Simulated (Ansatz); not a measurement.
Gas-phase electronic energies from Ansatz, PBE0-D4/def2-TZVP geometries. CCSD(T)/CBS adds triple-zeta CCSD(T) − MP2 to the extrapolated MP2 energy (def2 sets, frozen cores). Functionals use def2-TZVPP. B3LYP here is the variant with VWN-RPA as its local correlation; programs differ in this. Elements past krypton have def2 core potentials. For Br, Sn outer-core shells are correlated without core-valence functions, which leaves a few kJ/mol of doubt a bond. Scalar relativity is left out up to krypton. Each species was taken in one conformer, which may not be the lowest.

Reaction (formal exchange of groups at a C–Al bond): `C=[CH][Al]([CH3])[SiH3]` + `[Br][SnH3]` → `C=[CH][SnH2][Br]` + `[CH3][AlH][SiH3]`

`C=[CH][Al]([CH3])[SiH3]`:

```xyz
14

C    -2.267    0.490    0.914
C    -1.525    0.876   -0.128
Al    0.262    0.157   -0.395
C     1.351    0.719   -1.917
Si    1.037   -1.476    1.282
H    -3.272    0.868    1.101
H    -1.904   -0.232    1.643
H    -1.978    1.605   -0.802
H     0.842    0.488   -2.860
H     2.336    0.248   -1.945
H     1.499    1.805   -1.905
H     2.413   -1.982    1.004
H     0.144   -2.671    1.351
H     1.062   -0.894    2.657
```

`[Br][SnH3]`:

Z-matrix (Å, degrees):
```
Sn
Br 1 2.483
H 1 1.700 2 106.4
H 1 1.700 2 106.4 3 -120.0
H 1 1.700 2 106.4 3 120.0
```

`C=[CH][SnH2][Br]`:

Z-matrix (Å, degrees):
```
Sn
C 1 2.118
Br 1 2.489 2 105.3
H 1 1.705 2 113.5 3 115.9
H 1 1.705 2 113.5 3 -115.9
C 2 1.326 1 122.5 3 -0.2
H 2 1.088 1 117.7 3 179.8
H 6 1.086 2 122.1 1 0.0
H 6 1.087 2 121.5 1 180.0
```

`[CH3][AlH][SiH3]`:

Cartesian coordinates in Å:
```
C -0.116 -1.821 -0.554
Al 0.515 0.020 -0.717
Si -0.165 1.727 0.920
H 0.732 -2.513 -0.501
H -0.748 -1.994 0.319
H -0.687 -2.106 -1.445
H 1.473 0.402 -1.931
H 0.241 1.333 2.302
H -1.651 1.874 0.945
H 0.406 3.079 0.662
```

| level | ΔE (kJ/mol) | difference from CCSD(T)/CBS |
| --- | --- | --- |
| PBE-D4 | 24.7 | 6.8 |
| r2SCAN-D4 | 27.4 | 9.5 |
| PBE0-D4 | 25.8 | 7.9 |
| B3LYP-D4 | 25.2 | 7.3 |
| ωB97X-V | 23.9 | 6.0 |
| ωB97M-V | 25.9 | 8.0 |
| B2PLYP | 24.1 | 6.2 |
| PBE | 25.4 | 7.5 |
| r2SCAN | 27.2 | 9.3 |
| PBE0 | 26.3 | 8.4 |
| B3LYP | 26.7 | 8.8 |
| HF/def2-TZVPP | 27.1 | 9.2 |
| MP2/def2-TZVPP | 18.6 | 0.7 |
| SCS-MP2/def2-TZVPP | 19.2 | 1.3 |
| CCSD/def2-TZVPP | 22.2 | 4.3 |
| CCSD(T)/def2-TZVPP | 21.6 | 3.7 |
| HF/def2-QZVPP | 27.0 | 9.1 |
| MP2/def2-QZVPP | 16.4 | -1.5 |
| SCS-MP2/def2-QZVPP | 17.3 | -0.6 |
| HF/CBS(def2) | 26.9 | 9.0 |
| MP2/CBS(def2) | 14.9 | -3.0 |
| CCSD/CBS(def2) | 18.5 | 0.6 |
| CCSD(T)/CBS | 17.9 | 0 |

Largest T1 diagnostic among the species: 0.012.

In def2-TZVPP, CCSD(T) changes the Hartree–Fock value by −5.5 kJ/mol (the triples alone add −0.6 kJ/mol) and MP2 by −8.5 kJ/mol.
